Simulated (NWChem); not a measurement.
System: VN2H3F2; SMILES [F][V](=[NH])([F])[NH2]

```xyz
8

V     -0.0413     0.0358     0.0000
N     -1.5747    -0.4807     0.0000
H     -2.5928    -0.6214     0.0000
F      0.3114     0.9802    -1.4253
F      0.3114     0.9802     1.4253
N      0.9207    -1.5061     0.0000
H      0.5670    -2.4654     0.0000
H      1.9484    -1.4728     0.0000
```
Atoms are numbered in this order, from 1.

Computed with NWChem. All runs use the structure optimised with PBE-D3(BJ)/def2-SVP. Not confirmed as a minimum by frequencies.

Q: What does the run give for B3LYP/def2-SVP? Quantities: highest occupied level (eV); orbital gap (eV); dipole (D).

A: The highest occupied level (eV) comes out as -7.94 and the orbital gap (eV) comes out as 5.40. The dipole (D) comes out as 3.13.
